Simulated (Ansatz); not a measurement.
A nudged elastic band was laid between two geometries of BClH2O2 + FH (8 atoms, charge 0, multiplicity 1).

All numbers below come from RKS r2SCAN-D4/def2-SVP in Ansatz.

```yaml
movable_images: 7
climbing_image: yes
spring: 5.0 eV/Å²
optimiser: quadratic models (default)
start_path: through a guess of the saddle point
force_threshold: 0.05 eV/Å
iteration_limit: 60
end_points: relaxed
```

Image 0:

```xyz
8
Properties=species:S:1:pos:R:3
B -0.374 -0.397 -0.098
O -0.556 0.146 1.162
H -1.346 -0.167 1.622
O 0.680 -0.047 -0.838
H 1.244 0.601 -0.367
Cl -1.565 -1.561 -0.707
F 1.532 1.596 1.128
H 0.731 1.200 1.442
```

Image 8:

```xyz
8
Properties=species:S:1:pos:R:3
B 0.051 0.434 -0.163
O -0.028 -0.068 1.666
H -0.978 -0.170 1.837
O 1.296 0.060 -0.567
H 1.331 -0.856 -0.863
Cl -1.410 -0.518 -0.736
F -0.155 1.754 0.027
H 0.236 0.736 2.143
```

Q: Which bonds break or form, and what moves?

A: Bonds broken: B1–O2, F7–H8. Bonds formed: B1–F7, O2–H8. BClH2O2 + FH becomes BClFHO + H2O.

Q: Give the energies along the band, and the barrier.

A: It converged. The highest image is number 4 of 0 to 8, 0.98 eV above the first end and 0.99 eV above the last; the last end lies 0.01 eV below the first. The profile has 2 maxima (images 4, 6) with wells between them (image 5): this band takes more than one step, which may be the mechanism or a detour left from its start path. A vibrational analysis at the climbing image gives one clearly imaginary mode, 898i cm⁻¹: a first-order saddle point. The orbitals stay closed-shell, which can raise the energy where a bond breaks towards radicals; this wasn't checked here.

```csv
image,path coordinate (Å),energy (eV),B1–O2 (Å),F7–H8 (Å),B1–F7 (Å)
0,0.00,0.00,1.38,0.95,3.02
1,0.86,0.08,1.38,0.94,2.96
2,1.72,0.22,1.38,0.94,2.86
3,2.58,0.28,1.38,0.94,2.63
4,3.44,0.98,1.52,1.15,1.70
5,4.31,0.05,1.84,2.08,1.37
6,5.19,0.20,1.88,2.43,1.35
7,6.06,0.07,1.90,2.37,1.35
8,6.93,-0.01,1.90,2.38,1.35
```

Q: What is the geometry of the highest image?

A: 
```xyz
8
Properties=species:S:1:pos:R:3:forces:R:3
B -0.072 0.059 -0.015 0.02 0.05 0.04
O 0.032 -0.141 1.491 0.04 -0.02 0.04
H -0.797 -0.482 1.859 -0.02 0.01 -0.03
O 0.976 -0.340 -0.773 0.01 -0.01 -0.02
H 1.820 -0.288 -0.308 0.00 -0.01 0.00
Cl -1.725 -0.224 -0.651 -0.03 0.00 -0.01
F 0.067 1.708 0.387 -0.02 -0.02 -0.01
H 0.042 1.079 1.353 -0.01 0.01 -0.01
```

Run time: 6 min on 2 threads of AMD EPYC 7R43 64-Core Processor (Zen 3) (shared host), peak memory 0.16 GiB.
